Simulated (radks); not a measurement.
Task: Numerical settings for the manganese ion Mn2+, [Ar] 3d5. All-electron calculation, scalar-relativistic Kohn-Sham, BLYP, spin-unpolarised, spherical densities, finite nucleus; Fermi nuclear charge, rms radius 3.7057 fm. Program: a radial shooting solver on a logarithmic mesh with Libxc functionals. The defaults (mesh step 0.008 in ln r, mesh end at 40 bohr or more with all orbitals vanishing there, Anderson mixing 0.5 over 9 steps, residual threshold near 1e-9 with the energy settled to 1e-9 hartree or 1e-11 of itself, here a cap of 96 iterations) give E = -1157.7148 hartree and 3d at -24.338 eV in 17 iterations. Run on one thread of a shared host, so times are rough (Intel(R) Xeon(R) 6975P-C): 0.06 s of CPU time, 0.06 s wall, 17 iterations on 2189 mesh points. One setting is changed at a time: mesh step in ln r 0.03; mesh step in ln r 0.12; mesh step in ln r 0.05; mesh end (bohr) 400; mesh end (bohr) 8; residual threshold 1e-05; residual threshold 0.01; mixing 1.5; linear mixing, mixing 1; linear mixing, mixing 0.5; mixing history 2; iteration cap 8. Which runs fail to converge, and which converge to a wrong energy?

Result: Not converged within the cap: mesh step in ln r 0.12; linear mixing, mixing 1; linear mixing, mixing 0.5; iteration cap 8. No run marked as converged misses the energy by more than 1 mhartree.
